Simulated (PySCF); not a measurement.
Name the molecule from its bond curve

A diatomic of charge 0 contains Te. Its doublet curve at PBE0 in a triple-zeta basis (scalar-relativistic core potentials, PySCF), in eV from the separated fragments:

R (Å), E (eV) and a bar:
```
    1.610     -1.143 ##############################
    1.685     -2.040 ############
    1.760     -2.498 ###
    1.816     -2.640 #
    1.872     -2.669 
    1.928     -2.622 #
    2.003     -2.482 ####
    2.097     -2.236 #########
    2.209     -1.891 ###############
    2.359     -1.426 ########################
```

The fit gives ωe = 748 cm⁻¹ and the rotational constant Bₑ = 0.3849 cm⁻¹.

Task: Which atom is the partner?

Result: The minimum lies at 1.861 Å, so the reduced mass is 16.8576 u Å² cm⁻¹/(Bₑ·Re²) = 12.65 u. With Te at 129.91 u the partner weighs about 14.0 u: N. The molecule is TeN.

⟨S²⟩ is raised (this molecule 0.93), so spin contamination touches these numbers. Spin–orbit coupling is left out. The state was picked by a PBE0 search and need not be the measured ground state.
